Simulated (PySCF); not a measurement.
Several molecules and their computed UV-vis stick spectra, shuffled. Theory: PySCF, TDDFT B3LYP/def2-SVPD, vertical, gas phase, core orbitals frozen in the response. Geometries: PBE0-D3(BJ)/def2-SVP; one conformer of each isolated species. Triplets are in the Tamm–Dancoff approximation.

A. `CC[C@@H]1CC[CH2][AlH]1`
B. `O=C(C1CC1)C1CC1`
C. `[F][Mg][F]`
D. `C=CC(=C)[C@H](C=O)OC`

Lowest singlet levels (six at most, fewer where fewer were computed) with oscillator strengths:

1. 186 nm (f 0.000 summed over 2 states); 181 nm (f 0.141 summed over 2 states); 167 nm (f 0.104); 156 nm (f 0.000); 142 nm (f 0.000 summed over 3 states) [of 10 roots; the last level is left out, as the window may have cut its degenerate partner]; T1 6.47 eV
2. 273 nm (f 0.000); 186 nm (f 0.004); 186 nm (f 0.027); 183 nm (f 0.343); 182 nm (f 0.023); 173 nm (f 0.088); T1 4.09 eV
3. 295 nm (f 0.000); 245 nm (f 0.000); 214 nm (f 0.011); 200 nm (f 0.021); 194 nm (f 0.000); 189 nm (f 0.038)
4. 300 nm (f 0.011); 259 nm (f 0.027); 241 nm (f 0.061); 231 nm (f 0.049); 217 nm (f 0.291); 207 nm (f 0.028); T1 3.11 eV

Question: Which spectrum belongs to which structure?

Answer: 1 = C, 2 = B, 3 = A, 4 = D.
- A: S1 at 4.21 eV, HOMO→LUMO (100%); Löwdin shares by element: HOMO carbon 55% or more, aluminium 18% (atoms not listed hold the other 27%); LUMO aluminium 53%, carbon 17% or more, hydrogen 12% or more (atoms not listed hold the other 18%); HOMO -6.50 and LUMO -1.18 eV.
- B: S1 at 4.55 eV, HOMO→LUMO (98%); S1 has the pattern of n→π* at C=O; HOMO -7.03 and LUMO -0.78 eV.
- C: S1 at 6.66 eV, HOMO-1/HOMO→LUMO (≥94%); Löwdin shares by element: HOMO (one of a set within 0.03 eV) fluorine 94%, magnesium 6%; LUMO magnesium 74%, fluorine 26%; HOMO -10.04 and LUMO -2.12 eV; point group D∞h, 6 of its 9 listed states under f = 0.0005.
- D: S1 at 4.13 eV, HOMO-1→LUMO (34%), HOMO→LUMO (29%), HOMO→LUMO+1 (16%); Löwdin shares by element: HOMO carbon 74% or more (atoms not listed hold the other 26%); LUMO carbon 49% or more, oxygen 15% or more (atoms not listed hold the other 36%); HOMO -6.75 and LUMO -1.62 eV.
A and D have S1 within 0.09 eV of each other; their strongest listed levels stand at 6.55 eV (f 0.038) and 5.71 eV (f 0.291).

A slash joins orbitals within 0.01 eV of each other, whose weights are summed (≥ marks a lower bound).
